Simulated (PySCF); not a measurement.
## Xenon: highly charged ions in a basis for the neutral atom

Xe⁵⁺ [Kr] 4d10 5s2 5p1, Xe⁶⁺ [Kr] 4d10 5s2. Computed with PySCF 2.14 in cc-pVDZ-PP with ECP28MDF (4s3p2d, 23 functions), with a scalar-relativistic core potential. No spin-orbit coupling, so a gap to NIST mixes the basis error with missing relativistic terms.

Changed run: basis of the neutral atom used for a highly charged ion. This setting is unsound on purpose.

| species | method | sound run (hartree) | changed run (hartree) | converged |
| --- | --- | --- | --- | --- |
| Xe⁵⁺ | UHF | not run | -322.50644 | yes |
| Xe⁵⁺ | M06-2X | not run | -323.36998 | yes |
| Xe⁵⁺ | MN15 | not run | -322.61750 | yes |
| Xe⁶⁺ | UHF | not run | -320.13266 | yes |
| Xe⁶⁺ | M06-2X | not run | -320.97216 | yes |
| Xe⁶⁺ | MN15 | not run | -320.21281 | yes |

Ionisation energy of Xe⁵⁺:

| method | changed run (eV) | NIST (eV) |
| --- | --- | --- |
| UHF | 64.594 | 66.703 ± 0.007 |
| M06-2X | 65.248 | 66.703 ± 0.007 |
| MN15 | 65.435 | 66.703 ± 0.007 |

The contracted functions were made for the neutral atom and can be too rigid for a highly charged ion.
